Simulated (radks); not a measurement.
Initial-state core-level shifts of the gadolinium ion Gd3+ when its valence configuration changes from [Xe] 4f7. All-electron calculation, Dirac Kohn-Sham, PBE, spin-unpolarised, spherical densities, finite nucleus; open shells fill j = l - 1/2 first; Fermi nuclear charge, rms radius 5.1569 fm. Program: a radial shooting solver on a logarithmic mesh with Libxc functionals. Shifts are changes of the shell-averaged eigenvalues in eV (positive: less bound); the change of the density at the nucleus, which sets a Mossbauer isomer shift, is in e/bohr^3, on a base of 6.285e+05.

| valence | 2p | 3s | 3d | 4d | density at nucleus |
|---|---|---|---|---|---|
| 4f6.5 6p0.5 | -6.080 | -6.634 | -6.580 | -6.054 | +20.94 |
| 4f6 6p1 | -12.528 | -13.694 | -13.582 | -12.407 | +43.95 |
| 4f4 6p3 | -42.031 | -46.142 | -45.769 | -40.498 | +154.00 |
| 4f5 6p2 | -26.556 | -29.104 | -28.868 | -25.916 | +96.67 |
| 4f6 6s1 | -11.587 | -12.749 | -12.636 | -11.463 | +100.84 |
| 4f5 5d2 | -17.306 | -20.040 | -19.754 | -16.992 | +72.70 |
| 4f4 6s1 6p2 | -40.874 | -44.979 | -44.605 | -39.349 | +227.57 |
| 4f6 5d1 | -8.135 | -9.392 | -9.258 | -8.131 | +33.53 |
| 4f5.5 5d1.5 | -12.620 | -14.589 | -14.381 | -12.491 | +52.54 |
